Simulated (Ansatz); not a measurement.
Isomers of CH₃BF₂, relaxed with PBE0-D4/def2-TZVP in Ansatz; electronic energies, one conformer each and not always the lowest. Functionals use def2-TZVPP; CBS adds triple-zeta CCSD(T) − MP2 to the MP2 limit of def2-TZVPP and def2-QZVPP.

(1) Order them by energy at frozen-core CCSD(T)/CBS, lowest first. (Best estimate.)
A. `CB(F)F`
B. `BC(F)F`
C. `FBCF`

(2) How do HF/CBS(def2), B3LYP, PBE0-D4, ωB97M-V place them (kcal/mol, against `CB(F)F`)? (Best estimate.)

Results:

(1) A (0.0 kcal/mol), C (65.2 kcal/mol), B (117.0 kcal/mol).

(2) Computed: 
| isomer | HF/CBS(def2) | B3LYP | PBE0-D4 | ωB97M-V |
| --- | --- | --- | --- | --- |
| `BC(F)F` | 114.3 | 114.4 | 114.9 | 115.3 |
| `FBCF` | 64.3 | 63.2 | 64.0 | 64.4 |

B3LYP here is the variant with VWN-RPA as its local correlation; programs differ in this.
